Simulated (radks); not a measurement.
The numbers below are computed, except where a source is named.
Be2+, configuration [He].

Level of theory: non-relativistic Kohn-Sham, PBEsol, spin-polarised, spherical densities, point nucleus (a radial shooting solver on a logarithmic mesh with Libxc functionals).

Energy parts (hartree):
| part | energy |
|---|---|
| total | -13.53351 |
| kinetic | 13.47921 |
| electron-nucleus | -29.34667 |
| Hartree | 4.51520 |
| exchange-correlation | -2.18125 |

Orbitals (lengths in bohr, moments of r in powers of bohr; r(max) is where P^2 peaks):
orbital	occ.	eigenvalue (hartree)	r(max)
1s	2	-4.82773	0.2665

The highest occupied level is 1s at -131.37 eV. The density falls to 0.001 e/bohr^3 at r = 1.48 bohr. The electron density at the nucleus is 34.32 e/bohr^3.
